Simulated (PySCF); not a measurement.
# Telling isomers of C4H11NOSi3 apart by NMR

Gas phase, one conformer, relativity neglected, equivalent nuclei averaged. NMR shieldings at PBE0/pcSseg-1/GIAO; GFN2-xTB geometry; PySCF 2.14.

Referencing at the same level of theory: TMS for ¹H and ¹³C. Where no couplings were computed, multiplicities follow the n + 1 count of equivalent neighbours, and m marks all less simple cases (inequivalent or close neighbours, rings, F or P nearby). Shifts are as computed. Against solution values, carbons near 30 ppm lie about +3 ppm off and those near 130 ppm about +5 ppm. Of 1211 compounds with measured shifts, 218 miss one by over three times the rms of a fit or turn the order of signals round; such compounds aren't used in these exercises.

(1) Tabulate the signals of `COC[Si]1(C#N)[SiH2]C[SiH2]1`, `C=C1C=CO[Si@@H]1N([SiH3])[SiH3]` and their relative energies.

(2) What is the quickest way to tell COC[Si]1(C#N)[SiH2]C[SiH2]1 from C=C1C=CO[Si@@H]1N([SiH3])[SiH3]?

Results:

(1) 
| SMILES | carbon types | δC | δH | E rel. (kcal/mol) |
| --- | --- | --- | --- | --- |
| COC[Si]1(C#N)[SiH2]C[SiH2]1 | 1×C 2×CH2 1×CH3 | 123.6, 67.6, 65.3, -9.6 | 4.85 (m, 2H), 4.81 (m, 2H), 3.61 (s, 3H), 3.57 (s, 2H), 0.69 (m, 1H), 0.66 (m, 1H) | 49.2 |
| C=C1C=CO[Si@@H]1N([SiH3])[SiH3] | 1×C 2×CH 1×CH2 | 159.4, 152.7, 126.4, 121.5 | 6.82 (d, 1H), 6.10 (d, 1H), 6.10 (br s, 1H), 5.59 (br s, 1H), 5.55 (s, 1H), 4.81 (s, 6H) | 0.0 |

Energies are electronic energies at PBE0/pcSseg-1 on these geometries, without zero-point or thermal terms, each for the one conformer computed, which needn't be the lowest.

(2) Both give the same number of carbon signals, but DEPT or the intensities differ. The first has a methyl carbon bonded to O (CH3) at 65.3 ppm, the second an alkene carbon bearing oxygen (CH) at 159.4 ppm. Their most deshielded carbons lie at 123.6 and 159.4 ppm. In the proton spectra the most deshielded non-exchanging signals are 4.85 (m, 2H) and 6.82 (d, 1H).
